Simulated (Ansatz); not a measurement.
**A relaxation, step by step**

ZnSF (SMILES [F][Zn][S-]) (charge -1), closed shell, PBE-D4/6-31G (Ansatz 0.2.0). Settings:

```yaml
hamiltonian: {xc: pbe, dispersion: d4}
relax: {f_tol: 0.01, max_steps: 30, max_displacement: 0.2}
```

Start (the SMILES describes the start alone):

```
atom    x (Å)    y (Å)    z (Å)
  F1  -1.6618   0.8523  -0.7314
 Zn2  -0.0651   0.0259   0.0600
  S3   1.7051  -0.9254   0.6679
```

| step | energy less the last (meV) | largest force component (eV/Å) |
| --- | --- | --- |
| 1 | 228.8 | 1.857 |
| 2 | 58.5 | 1.061 |
| 3 | 9.0 | 0.508 |
| 4 | 0.0 | 0.015 |
| 5 | 0.0 | 0.015 |
| 6 | 0.0 | 0.000 |

Step 2, positions (Å) and forces (eV/Å):

```csv
atom,x,y,z,Fx,Fy,Fz
F1,-1.617,0.831,-0.698,1.034,-0.532,0.536
Zn2,-0.086,0.033,0.024,-1.061,0.541,-0.588
S3,1.682,-0.911,0.670,0.028,-0.009,0.052
```

Step 4, positions (Å) and forces (eV/Å):

| atom | x | y | z | Fx | Fy | Fz |
| --- | --- | --- | --- | --- | --- | --- |
| F1 | -1.584 | 0.817 | -0.654 | 0.015 | -0.007 | 0.010 |
| Zn2 | -0.097 | 0.032 | -0.034 | -0.003 | 0.000 | -0.009 |
| S3 | 1.659 | -0.896 | 0.685 | -0.012 | 0.007 | -0.001 |

Step 5, positions (Å) and forces (eV/Å):

| atom | x | y | z | Fx | Fy | Fz |
| --- | --- | --- | --- | --- | --- | --- |
| F1 | -1.584 | 0.817 | -0.652 | 0.011 | -0.006 | 0.005 |
| Zn2 | -0.096 | 0.031 | -0.037 | -0.015 | 0.008 | -0.007 |
| S3 | 1.658 | -0.895 | 0.686 | 0.003 | -0.002 | 0.002 |

Last step (6):

F1  (-1.584, 0.817, -0.652)
Zn2  (-0.096, 0.031, -0.038)
S3  (1.658, -0.895, 0.686)
(Å)

Hardware: 2 CPU threads of an Intel Xeon 6975P-C, shared host. Wall time about 4.1 s.
